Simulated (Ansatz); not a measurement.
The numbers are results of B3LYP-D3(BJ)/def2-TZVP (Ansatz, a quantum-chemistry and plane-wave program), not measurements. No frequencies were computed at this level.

Ansatz 0.2 input:
```yaml
crystal:
  periodic: [false, false, false]
  atoms:
    - { symbol: C, position_ang: [-1.525819, 0.149227, 0.007333] }
    - { symbol: C, position_ang: [-0.254587, -0.078479, 0.22498] }
    - { symbol: Si, position_ang: [1.462686, -0.125447, -0.04594] }
    - { symbol: H, position_ang: [-2.281147, -0.110568, 0.741568] }
    - { symbol: H, position_ang: [-1.918797, 0.604231, -0.899115] }
    - { symbol: H, position_ang: [2.14942, -1.318448, -0.519805] }
    - { symbol: H, position_ang: [2.368246, 0.879485, 0.490979] }
basis:
  gaussian: { orbitals: def2-tzvp }
hamiltonian:
  xc: b3lyp
  dispersion: d3bj
relax:
  max_steps: 150
```

Output:

```
Functional definition: B3LYP
797 factors; their error is unknown
mean field evaluation 1: about -10004.9947 eV, gradient 6.2e1 eV
mean field evaluation 2: about -9969.4837 eV, gradient 1.2e2 eV
mean field evaluation 4: about -10015.3788 eV, gradient 8.8e0 eV
mean field evaluation 8: about -10015.6447 eV, gradient 5.6e-2 eV
mean field evaluation 16: about -10015.6659 eV, gradient 1.3e-5 eV
mean field -10015.66590983 eV, -368.0689333242 hartree, gradient 1.3e-5 eV, S^2 0.000000; 0 other end points of the search recorded, 0 dependent functions left out
reference -10015.66615585 eV, -368.0689423650 hartree; 15, 15 occupied and 108, 108 virtual orbitals, 797 factors
relax step   1: F+E_penalty+E_count = -10015.88566461 eV  Δ(F+E_penalty+E_count) = +0.000e0 eV  max|allowed force component| = 1.472e0 eV/Å  Δτ_max = 0.0000 Å  (28 SCF iters, accepted)
these checks for a lower state are left out or cut short: starts, cluster_reference, orbital_swaps, neighbouring_geometries, increment
797 factors; their error is unknown
mean field -10015.73751393 eV, -368.0715647261 hartree, gradient 1.5e-5 eV, S^2 0.000000; 0 other end points of the search recorded, 0 dependent functions left out
reference -10015.73776123 eV, -368.0715738143 hartree; 15, 15 occupied and 108, 108 virtual orbitals, 797 factors
relax step   2: F+E_penalty+E_count = -10015.95841309 eV  Δ(F+E_penalty+E_count) = -7.275e-2 eV  max|allowed force component| = 5.162e-1 eV/Å  Δτ_max = 0.0641 Å  (31 SCF iters, accepted)
these checks for a lower state are left out or cut short: starts, cluster_reference, orbital_swaps, neighbouring_geometries, increment
797 factors; their error is unknown
mean field -10015.75560647 eV, -368.0722296147 hartree, gradient 1.4e-5 eV, S^2 0.000000; 0 other end points of the search recorded, 0 dependent functions left out
reference -10015.75585574 eV, -368.0722387751 hartree; 15, 15 occupied and 108, 108 virtual orbitals, 797 factors
relax step   3: F+E_penalty+E_count = -10015.97705338 eV  Δ(F+E_penalty+E_count) = -1.864e-2 eV  max|allowed force component| = 3.067e-1 eV/Å  Δτ_max = 0.0527 Å  (32 SCF iters, accepted)
these checks for a lower state are left out or cut short: starts, cluster_reference, orbital_swaps, neighbouring_geometries, increment
797 factors; their error is unknown
mean field evaluation 32: about -10015.4021 eV, gradient 1.4e1 eV
mean field -10015.77481282 eV, -368.0729354350 hartree, gradient 1.3e-5 eV, S^2 0.000000; 0 other end points of the search recorded, 0 dependent functions left out
reference -10015.77506023 eV, -368.0729445273 hartree; 15, 15 occupied and 108, 108 virtual orbitals, 797 factors
relax step   4: F+E_penalty+E_count = -10015.99599574 eV  Δ(F+E_penalty+E_count) = -1.894e-2 eV  max|allowed force component| = 4.518e-1 eV/Å  Δτ_max = 0.1405 Å  (37 SCF iters, accepted)
these checks for a lower state are left out or cut short: starts, cluster_reference, orbital_swaps, neighbouring_geometries, increment
797 factors; their error is unknown
mean field -10015.78797305 eV, -368.0734190647 hartree, gradient 1.2e-5 eV, S^2 0.000000; 0 other end points of the search recorded, 0 dependent functions left out
reference -10015.78822146 eV, -368.0734281937 hartree; 15, 15 occupied and 108, 108 virtual orbitals, 797 factors
relax step   5: F+E_penalty+E_count = -10016.00835859 eV  Δ(F+E_penalty+E_count) = -1.236e-2 eV  max|allowed force component| = 3.701e-1 eV/Å  Δτ_max = 0.0392 Å  (33 SCF iters, accepted)
these checks for a lower state are left out or cut short: starts, cluster_reference, orbital_swaps, neighbouring_geometries, increment
797 factors; their error is unknown
mean field -10015.79015161 eV, -368.0734991252 hartree, gradient 1.2e-5 eV, S^2 0.000000; 0 other end points of the search recorded, 0 dependent functions left out
reference -10015.79039906 eV, -368.0735082188 hartree; 15, 15 occupied and 108, 108 virtual orbitals, 797 factors
relax step   6: F+E_penalty+E_count = -10016.01076003 eV  Δ(F+E_penalty+E_count) = -2.401e-3 eV  max|allowed force component| = 1.284e-1 eV/Å  Δτ_max = 0.0211 Å  (33 SCF iters, accepted)
these checks for a lower state are left out or cut short: starts, cluster_reference, orbital_swaps, neighbouring_geometries, increment
797 factors; their error is unknown
mean field -10015.79055337 eV, -368.0735138897 hartree, gradient 1.2e-5 eV, S^2 0.000000; 0 other end points of the search recorded, 0 dependent functions left out
reference -10015.79080103 eV, -368.0735229910 hartree; 15, 15 occupied and 108, 108 virtual orbitals, 797 factors
relax step   7: F+E_penalty+E_count = -10016.01120273 eV  Δ(F+E_penalty+E_count) = -4.427e-4 eV  max|allowed force component| = 1.686e-2 eV/Å  Δτ_max = 0.0069 Å  (34 SCF iters, accepted)
these checks for a lower state are left out or cut short: starts, cluster_reference, orbital_swaps, neighbouring_geometries, increment
797 factors; their error is unknown
mean field evaluation 64: about -10015.7906 eV, gradient 1.1e-4 eV
mean field -10015.79055884 eV, -368.0735140906 hartree, gradient 1.2e-5 eV, S^2 0.000000; 0 other end points of the search recorded, 0 dependent functions left out
reference -10015.79080651 eV, -368.0735231924 hartree; 15, 15 occupied and 108, 108 virtual orbitals, 797 factors
relax step   8: F+E_penalty+E_count = -10016.01120753 eV  Δ(F+E_penalty+E_count) = -4.798e-6 eV  max|allowed force component| = 3.159e-3 eV/Å  Δτ_max = 0.0006 Å  (34 SCF iters, accepted)
797 factors; their error is unknown
mean field -10015.79055884 eV, -368.0735140906 hartree, gradient 1.2e-5 eV, S^2 0.000000; 1 other end points of the search recorded, 0 dependent functions left out
reference -10015.79080651 eV, -368.0735231924 hartree; 15, 15 occupied and 108, 108 virtual orbitals, 797 factors
Total energy: -10016.01145520 eV, -368.0816318822 hartree
Atom 0 at    -1.511065     0.161792    -0.023375 Å, force     0.002595    -0.000434     0.000141 eV/Å
Atom 1 at    -0.213513     0.022766    -0.003388 Å, force     0.000630     0.000111     0.000043 eV/Å
Atom 2 at     1.460686    -0.156379     0.022467 Å, force    -0.000158    -0.000016     0.000132 eV/Å
Atom 3 at    -2.140544    -0.155332     0.806275 Å, force    -0.001832    -0.001204     0.003023 eV/Å
Atom 4 at    -2.033635     0.602318    -0.870717 Å, force    -0.001192     0.001528    -0.003159 eV/Å
Atom 5 at     2.105511    -1.374113    -0.486319 Å, force    -0.000065    -0.000096    -0.000153 eV/Å
Atom 6 at     2.332562     0.898951     0.555058 Å, force     0.000022     0.000111    -0.000027 eV/Å
Dipole moment:     0.032723    -0.003476     0.000512 e Å
```

Cost: roughly 26 core-seconds.
